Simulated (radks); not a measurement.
Os+, configuration [Xe] 4f14 5d6 6s1.

All-electron calculation, scalar-relativistic Kohn-Sham, PW91, spin-polarised, spherical densities, point nucleus; open shells are filled with parallel spins first. Program: a radial shooting solver on a logarithmic mesh with Libxc functionals.

Energy parts (hartree):
total: -17255.3279
kinetic: 19129.9875
electron-nucleus: -42746.7239
Hartree: 6701.2092
exchange-correlation: -339.8006

Orbitals (lengths in bohr, moments of r in powers of bohr; r(90%) holds 90 % of the orbital's charge):
orbital,occ.,eigenvalue (hartree),r(90%),<1/r>
1s up,1,-2715.584,0.0323,90.51
1s down,1,-2715.584,0.0323,90.51
2s up,1,-473.1812,0.116,21.18
2s down,1,-473.1730,0.116,21.18
2p up,3,-412.0254,0.110,19.05
2p down,3,-412.0187,0.110,19.05
3s up,1,-110.3337,0.284,7.849
3s down,1,-110.3306,0.284,7.849
3p up,3,-92.38101,0.291,7.212
3p down,3,-92.37763,0.291,7.212
3d up,5,-72.33729,0.273,6.804
3d down,5,-72.33148,0.273,6.804
4s up,1,-23.51081,0.619,3.347
4s down,1,-23.50264,0.619,3.346
4p up,3,-17.62319,0.667,3.033
4p down,3,-17.61540,0.667,3.033
4d up,5,-10.31815,0.732,2.707
4d down,5,-10.30897,0.731,2.707
5s up,1,-3.68419,1.45,1.331
5s down,1,-3.61826,1.44,1.341
4f up,7,-2.20472,0.912,2.238
5p up,3,-2.19713,1.71,1.123
4f down,7,-2.18912,0.905,2.244
5p down,3,-2.11145,1.70,1.134
5d up,5,-0.56143,2.72,0.7478
6s up,1,-0.51708,3.98,0.4649
5d down,1,-0.45184,2.79,0.7472
6s down,0,-0.42668,4.24,0.4409

The highest occupied level is 5d down at -12.295 eV. Summed over all electrons, <r^2> = 52.47 bohr^2, which gives a Langevin (diamagnetic) susceptibility term of -41.6 x 10^-6 cm^3/mol.
